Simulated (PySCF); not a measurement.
**Computed structure and properties of [Gd(NH3)2]3+**

System: [Gd(NH3)2]3+ (singlet in the valence; each metal's 4f electrons, 7 of them, lie in its core potential, out of spins and levels); start: displaced along the imaginary mode (C1). Method: PySCF 2.14.0, RKS TPSS, Gd lcecp-1-SVP with ECP53, N def2-SVP, H def2-SVP; non-relativistic Hamiltonian with scalar-relativistic core potentials where named; density fitting; no spin-orbit coupling.

Input of the relaxation:

```python
mol = gto.M(atom='''
Gd     0.00205     0.04727     0.00000
N     -0.00926    -0.21390     2.46959
H      0.80486     0.22543     2.96272
H     -0.82593     0.22532     2.95823
H     -0.01063    -1.18259     2.87068
N     -0.00926    -0.21390    -2.46959
H      0.80235    -0.71477    -2.90286
H     -0.82342    -0.71466    -2.89837
H     -0.01063     0.69760    -2.99040''',
    basis={'Gd': 'lcecp-1-SVP', 'N': 'def2-SVP', 'H': 'def2-SVP'},
    ecp={'Gd': 'lcecp-1-SVP'},
    charge=3, spin=0)
mf = dft.RKS(mol, xc='TPSS')
mf.grids.atom_grid = (50, 194)  # f atoms: unpruned, at least (60, 302)
mf = mf.density_fit()  # fitting sets: Gd AutoAux, N def2-universal-JKFIT, H def2-universal-JKFIT
mf.conv_tol = 1e-08; mf.max_cycle = 55
mf.kernel(dm0)  # dm0: converged density of the start geometry
# quasi-Newton relaxation in Cartesian coordinates to a largest gradient under 0.00045 Eh/bohr, steps kept in the point group
```

Run from Python with OMP_NUM_THREADS=2; the lines above give its settings. Where DIIS fails, smearing, a level shift and second-order steps follow.
It took 92 s on 2 threads of Arm Neoverse V2 (shared host), from the converged density of the start.

Course of the relaxation:

| step | energy above end (eV) | largest force component within the symmetry (eV/Å) |
| --- | --- | --- |
| 0 | 0.4142 | 0.272 |
| 1 | 0.3996 | 0.311 |
| 2 | 0.3829 | 0.343 |
| 3 | 0.3640 | 0.365 |
| 4 | 0.3431 | 0.376 |
| 5 | 0.3207 | 0.374 |
| 6 | 0.2976 | 0.361 |
| 7 | 0.1891 | 0.224 |
| 18 | 0.0008 | 0.072 |
| 19 | 0.0005 | 0.048 |
| 20 | 0.0002 | 0.047 |
| 21 | 0.0001 | 0.041 |
| 22 | 0.0000 | 0.025 |
| 23 | 0.0000 | 0.007 |
(The steps between are left out.)

Relaxed geometry (C1):

```xyz
9

Gd    0.1078    1.1485    0.0001
N    -0.0066   -0.1915    1.9959
H     0.7705   -0.0297    2.6806
H    -0.8617   -0.0430    2.5842
H     0.0091   -1.2303    1.8679
N    -0.0087   -0.1915   -1.9972
H     0.7946   -0.8440   -2.1616
H    -0.8407   -0.8224   -2.0818
H    -0.0440    0.3598   -2.8881
```

```tsv
contact	Å
Gd1–N2 (NH3)	2.407
Gd1–N6 (NH3)	2.408
```

On the finer grid (75, 302):

```yaml
HOMO: -24.37 eV
LUMO: -18.85 eV
Dipole_about_the_centre_of_mass: 3.67 D
Set_of_Mulliken_populations_of_Gd1_outside_the_core_potential: s 2.17, p 6.09, d 0.64, f 0.02
D3_BJ_dispersion_energy_not_in_the_energies: -0.188 eV
```

```tsv
atom	Mulliken (e)	Löwdin (e)	spin (e)
Gd1	2.08	1.91	0.00
N2	-0.35	0.00	0.00
H3	0.27	0.18	0.00
H4	0.27	0.18	0.00
H5	0.27	0.18	0.00
N6	-0.34	0.00	0.00
H7	0.27	0.18	0.00
H8	0.27	0.18	0.00
H9	0.27	0.18	0.00
```

The 4f levels lie in the core potential and are missing. Their spin isn't counted.

No frequency check is given for this geometry.

Taking off one NH3 (charge 0, singlet; the rest: singlet) in vacuum, both parts rigid, costs 4.66 eV; the small basis without counterpoise inflates it. Parting with an electron moved from the ligand to the metal can be far cheaper, even downhill.

Rigid scan of NH3 along the line from its metal:

(distance to N2 (Å), energy (eV)): (2.11, 0.531), (2.21, 0.205), (2.31, 0.045), (2.41, 0.000), (2.51, 0.034), (2.61, 0.122), (2.81, 0.387)

One start shape was tried, so this needn't be the lowest isomer.

An lcecp potential fixes the number of 4f electrons, so in runs with it no electron can move into or out of that shell.
